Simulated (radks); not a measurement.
All-electron atom: the tungsten ion W3+ in [Xe] 4f14 5d2 7f1 (not the ground configuration). Method: Dirac Kohn-Sham, PBE, spin-unpolarised, spherical densities, finite nucleus; open shells fill j = l - 1/2 first; Fermi nuclear charge, rms radius 5.3658 fm; computed with a radial shooting solver on a logarithmic mesh with Libxc functionals.

X-ray form factor f0, the Fourier transform of the density (f0(0) = 71):

sin(theta)/lambda (1/angstrom),f0 (electrons)
0.05,69.451
0.1,67.884
0.15,65.363
0.2,62.365
0.25,59.035
0.3,55.656
0.4,49.253
0.5,43.659
0.6,38.899
0.8,31.300
1,25.598
1.25,20.634
1.5,17.504
2,13.865
